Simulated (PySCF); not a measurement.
3,3-dimethylacryloyl chloride, C₅H₇ClO.
SMILES: `CC(C)=CC(=O)Cl`

Method used: TDDFT wB97X-D/def2-SVPD, vertical, gas phase, core orbitals frozen in the response (PySCF). Isolated species at its GFN2-xTB geometry (one conformer only). Torsions of this conformer, `[CH3:1][C:2]([CH3:3])=[CH:4][C:5](=[O:6])[Cl:7]`: C2–C4–C5–O6 0°.

What does the calculation give for the low-lying excited states?

| state | E (eV) | E (kJ/mol) | λ (nm) | f | \|μ\| (D) | main configurations (H = HOMO, L = LUMO) |
| --- | --- | --- | --- | --- | --- | --- |
| S1 | 4.58 | 442 | 270.7 | 0.0001 | 0.07 | H-1→L (93%) |
| S2 | 5.62 | 542 | 220.6 | 0.473 | 4.71 | H→L (97%) |
| S3 | 6.07 | 586 | 204.1 | 0.0005 | 0.15 | H-2→L (94%) |
| S4 | 6.47 | 624 | 191.7 | 0.012 | 0.70 | H-3→L (87%) |
| S5 | 7.34 | 708 | 168.9 | 0.0003 | 0.10 | H-4→L (82%) |
| S6 | 7.73 | 746 | 160.4 | 0.0013 | 0.21 | H→L+1 (76%), H→L+2 (10%) |
| S7 | 7.81 | 754 | 158.7 | 0.0002 | 0.08 | H-5→L (76%) |
| S8 | 7.94 | 766 | 156.1 | 0.0015 | 0.22 | H→L+2 (59%), H-3→L+2 (14%), H→L+1 (9%) |

Triplets, Tamm–Dancoff:

```tsv
state	E (eV)	λ (nm)	main configurations (H = HOMO, L = LUMO)
T1	3.57	347.7	H→L (94%)
T2	4.20	295.0	H-1→L (90%)
T3	5.58	222.4	H-3→L (82%)
```

The lowest singlet comes at 271 nm (442 kJ/mol) in the ultraviolet; it is dark (f under 0.0005); its leading configuration is HOMO-1→LUMO (93%). The most intense listed level is S2 at 5.62 eV (221 nm, f = 0.473), 1.04 eV above S1. Löwdin shares by element: HOMO carbon 67% or more, oxygen 8% (atoms not listed hold the other 25%); LUMO carbon 60% or more, oxygen 18% (atoms not listed hold the other 22%). Orbital energies (eV): HOMO-3 -10.97, HOMO-2 -10.93, HOMO-1 -10.12, HOMO -9.85, LUMO -0.23, LUMO+1 2.03, LUMO+2 2.51. Weighted by f, the mean energy of these states is 5.65 eV. The listed states span 3.36 eV, and the widest gap between neighbours is 1.04 eV (S1 to S2). Only the lowest 8 singlets were computed, as vertical energies without vibronic structure.

Cost: about 1.7 min of CPU time on one thread (grids of density and orbitals included); the machine was shared, so the figure is rough.
